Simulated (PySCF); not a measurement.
An unknown shows these calculated signals:

$^{1}$H NMR (300 MHz, computed): δ 9.47 (m, 1H), 9.43 (m, 1H), 8.86 (m, 1H), 4.59 (s, 3H).

$^{13}$C{$^{1}$H} NMR (computed): δ 170.0 (C), 164.2 (CH), 156.0 (CH), 154.6 (CH).

PySCF 2.14.0 with density-fitted response routines calculation with geometry from GFN2-xTB and σ from GIAO-PBE0/pcSseg-1; gas phase, equivalent nuclei averaged, non-relativistic, one computed conformer.

Scale: $^{1}$H, $^{13}$C vs TMS (reference shieldings calculated alike).

Q: Which of these does the molecule contain: a C≡C triple bond, a methoxy group, a Si–H bond, a Si–CH3 group, a heteroaromatic ring?

A: 
- A C≡C triple bond: no.
- A methoxy group: no.
- A Si–H bond: yes (δH 4.59 (s)).
- A Si–CH3 group: no.
- A heteroaromatic ring: yes.

The data belong to `[SiH3]c1cpccn1`, C4H6NPSi; they needn't prove each group on their own.

Carbon signals by region: 2 in the far downfield region (above 160 ppm), 2 in the sp2 and nitrile region (100–160 ppm). Above 160 ppm: 170.0, substituted aromatic carbon next to a ring nitrogen, 164.2, aromatic CH.

Splittings by $^{31}$P in the carbon and heteronuclear signals aren't shown, as no couplings were computed. Shifts are as computed. Against solution values, carbons near 30 ppm lie about +3 ppm off and those near 130 ppm about +5 ppm. Of 1211 compounds with measured shifts, 218 miss one by over three times the rms of a fit or turn the order of signals round; such compounds aren't used in these exercises. Multiplicities follow the n + 1 count of equivalent neighbours, as no J values were calculated; m marks all less simple cases, F and P coupling included.
